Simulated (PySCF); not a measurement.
**Correlation energy of Tm(2+) (thulium, charge +2)**

[Xe] 4f12 6s1, one real determinant (an excited configuration). Calculation: PySCF 2.14, in cc-pVDZ-X2C; the spin-free X2C one-electron Hamiltonian (Gaussian nucleus). Frozen: [Kr] 4d10; 21 electrons correlated.

```json
{"level": "CCSD", "correlation energy (mhartree)": "-708.92"}
{"level": "(T)", "correlation energy (mhartree)": "-20.29"}
{"level": "CCSD(T)", "correlation energy (mhartree)": "-729.21"}
```

Diagnostics: T1 = 0.047, D1 = 0.2985, largest double amplitude 0.052.

The real determinant used has ⟨L²⟩ near 24 against 30 for a pure H term, so it mixes terms. Spin-orbit coupling, absent here, splits the open shell strongly. T1 exceeds 0.03, a sign that the reference determinant is poor.

Cost of the coupled-cluster step: roughly 60 core-seconds, for 21 correlated electrons.

The reference is one real determinant that mixes LS terms of this configuration.
